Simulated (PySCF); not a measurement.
**From a computed spectrum to the compound**

A species of 3 atoms with charge 0 has these harmonic modes (PBE0, small Gaussian bases with core potentials, PySCF 2.14.0):

```csv
cm⁻¹,km/mol,symmetry
124,8.0,a'
454,64.4,a'
569,109.9,a'
```

Q: Which species is it, and in which structure?

A: GdSF (singlet in the valence; each metal's 4f electrons, 7 of them, lie in its core potential, out of spins and levels):
```xyz
3

Gd   -0.1523    0.0000   -0.2988
S     1.8250    0.0000    0.9619
F    -1.8055    0.0000    0.8654
```
Ideal gas at 298.15 K and 1 bar: S = 319.8 J/(mol K), Cp = 51.6 J/(mol K), H − H(0 K) = 12.9 kJ/mol (rigid rotor, harmonic modes, spin degeneracy alone, that of the 4f electrons in the core included). An lcecp potential fixes the number of 4f electrons, so in runs with it no electron can move into or out of that shell.
 The answer isn't unique; the calculation gave this one.
